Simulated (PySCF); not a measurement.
## Two-component Hartree-Fock for Bi (bismuth, neutral)

Start: [Xe] 4f14 5d10 6s1 6p3 7s1; 6s1/2 filled at m_j = +1/2; 6p3/2 filled at m_j = -1/2, +1/2, +3/2; 7s1/2 filled at m_j = +1/2. Calculated with PySCF 2.14 in x2c-SVPall-2c with one added diffuse shell each of s, p type (8s12p7d2f, 93 functions): generalised Hartree-Fock with the X2C-1e Hamiltonian and a Gaussian nucleus; one run each with spin-orbit coupling (SO) switched off, then screened by Boettger's factors. This is a chosen level, not necessarily the ground level.

| spinor shell | electrons | ε, spin-free (eV) | ε, screened SO (eV) | weight of nominal j (screened SO) | rms radius, screened SO (bohr) |
| --- | --- | --- | --- | --- | --- |
| 1s1/2 | 2 | -91048.9 | -91006.5 | 1.000 | 0.0178 |
| 2s1/2 | 2 | -16523.0 | -16509.2 | 1.000 | 0.0718 |
| 2p1/2 | 2 | -14157.6 | -15839.0 | 1.000 | 0.0606 |
| 2p3/2 | 4 | -14157.6 | -13513.6 | 1.000 | 0.0691 |
| 3s1/2 | 2 | -4065.7 | -4060.7 | 1.000 | 0.183 |
| 3p1/2 | 2 | -3379.9 | -3758.7 | 1.000 | 0.175 |
| 3p3/2 | 4 | -3379.9 | -3230.7 | 1.000 | 0.192 |
| 3d3/2 | 4 | -2676.2 | -2739.9 | 1.000 | 0.168 |
| 3d5/2 | 6 | -2676.2 | -2629.1 | 1.000 | 0.172 |
| 4s1/2 | 2 | -976.70 | -974.84 | 1.000 | 0.401 |
| 4p1/2 | 2 | -748.25 | -842.17 | 1.000 | 0.404 |
| 4p3/2 | 4 | -748.25 | -710.50 | 1.000 | 0.438 |
| 4d3/2 | 4 | -480.26 | -493.79 | 1.000 | 0.450 |
| 4d5/2 | 6 | -480.26 | -469.26 | 1.000 | 0.455 |
| 5s1/2 | 2 | -186.38 | -185.76 | 1.000 | 0.891 |
| 4f5/2 | 6 | -184.00 | -185.96 | 1.000 | 0.479 |
| 4f7/2 | 8 | -184.00 | -180.59 | 1.000 | 0.481 |
| 5p1/2 | 2 | -119.79 | -137.69 | 1.000 | 0.950 |
| 5p3/2 | 4 | -119.79 | -112.32 | 1.000 | 1.04 |
| 5d3/2 | 4 | -40.386 | -41.900 | 0.979 | 1.30 |
| 5d5/2 | 6 | -40.386 | -38.658 | 0.986 | 1.32 |
| 6s1/2 | 1 | -26.226 | -25.918 | 1.000 | 2.31 |
| 6p3/2 | 3 | -12.350 | -12.490 | 0.539 | 2.95 |
| 7s1/2 | 1 | -3.130 | -3.079 | 1.000 | 5.86 |

```
   quantity     spin-free   screened SO
E (hartree)  -21512.21887  -21553.19578
        M_J           5/2           5/2
       ⟨J²⟩         8.757         8.762
       ⟨L²⟩         0.000         0.401
       ⟨S²⟩         8.757         8.493
```

Each row is a mean over spinors that exchange with the open shell spreads, by up to 2.159 eV (6p3/2).

Rows whose weight is well below 1 are mixtures of j = l ± 1/2: exchange outweighs spin-orbit coupling there, and the label is only the starting occupation.

Breit and QED terms are absent; they matter most for the inner s and p1/2 levels.

Densities and radii are taken from the X2C orbitals without a picture-change correction, which distorts them close to the nucleus.

Without spin-orbit coupling the j labels of p, d and f shells carry no meaning; the spin-free column gives the mean over the occupied spinors of each nl shell.
